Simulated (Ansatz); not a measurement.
C3H7BO can be A, `CB/C=C/O`, or B, `CB1OC1C`.

Calculated with Ansatz (gas phase, PBE0-D4/def2-TZVP geometries, no zero-point term in ΔE). CCSD(T)/CBS is the MP2 limit (def2-TZVPP, def2-QZVPP) plus CCSD(T) − MP2 in def2-TZVPP, frozen cores. Functionals use def2-TZVPP. One conformer a species, not always the lowest.

Task: Which isomer does CCSD(T)/CBS put lower? Give the gap. (Estimate.)

Result: Computed: B, by 77.9 kJ/mol.

Task: Give E(B) − E(A) in kJ/mol with B2PLYP, ωB97M-V, HF/def2-TZVPP, PBE-D4, BLYP-D4, CCSD/def2-TZVPP, CCSD(T)/def2-SVP. (Estimate.)

Result: The calculation gave: B2PLYP -75.6, ωB97M-V -81.0, HF/def2-TZVPP -58.0, PBE-D4 -78.7, BLYP-D4 -66.0, CCSD/def2-TZVPP -79.1, CCSD(T)/def2-SVP -91.1. None reverses the order clearly.

Task: Does the order hold for the free energy at 298.15 K (harmonic terms from PBE0-D4)? (Best estimate.)

Result: Computed: Yes: G(B) − G(A) = -73.8 kJ/mol, for one conformer each.

Largest T1 diagnostic: 0.013.

At CCSD(T), def2-SVP lies −13.2 kJ/mol from the extrapolated value and def2-TZVPP −1.4 kJ/mol. Leaving LDA and LC-ωPBE aside and taking each functional with its dispersion term where it has one, the values, not all of them listed here, spread over 20.2 kJ/mol, from ωB97X-V to BLYP-D4. LDA lies −4.7 kJ/mol from PBE without D4.
